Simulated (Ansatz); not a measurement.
Start from `CC[N](CC)[Ge]([F])([F])[F]` and change one atom or group to get `CC[N](CC)[In]([Cl])[Cl]`.

Ansatz, PBE0-D4/def2-TZVP geometries, multiplicity 1. Each molecule was computed in one conformer, which needn't be the lowest.

Elements past krypton have def2 core potentials. Scalar relativity is left out up to krypton.

| property | `CC[N](CC)[Ge]([F])([F])[F]` |
| --- | --- |
| HOMO–LUMO gap (PBE/def2-TZVPP) / eV | 4.56 |
| HOMO–LUMO gap (ωB97M-V/def2-TZVPP) / eV | 11.44 |
| size of the dipole moment (PBE/def2-TZVPP) / D | 3.78 |
| HOMO–LUMO gap (PBE0/def2-TZVPP) / eV | 7.10 |
| LUMO energy (B3LYP/def2-TZVPP) / eV | -0.58 |
| HOMO–LUMO gap (B3LYP/def2-TZVPP) / eV | 6.50 |

**Question.** What does the change do to each property? (An estimate is asked.)

**Answer.** The calculation gave: 
```csv
property,`CC[N](CC)[In]([Cl])[Cl]`,shift
HOMO–LUMO gap (PBE/def2-TZVPP) / eV,2.68,-1.88
HOMO–LUMO gap (ωB97M-V/def2-TZVPP) / eV,9.02,-2.42
size of the dipole moment (PBE/def2-TZVPP) / D,3.81,0.03
HOMO–LUMO gap (PBE0/def2-TZVPP) / eV,4.83,-2.27
LUMO energy (B3LYP/def2-TZVPP) / eV,-2.03,-1.45
HOMO–LUMO gap (B3LYP/def2-TZVPP) / eV,4.34,-2.16
```

With PBE0 the HOMO rises by 0.72 eV and the LUMO falls by 1.54 eV, so the gap narrows by about 2.26 eV. PBE moves the HOMO by 0.60 eV and ωB97M-V by 0.79 eV. Dipoles are sizes alone; their direction can turn.

Positive LUMOs are unbound, so they and the gaps depend on the basis.

B3LYP here is the variant with VWN-RPA as its local correlation; programs differ in this.
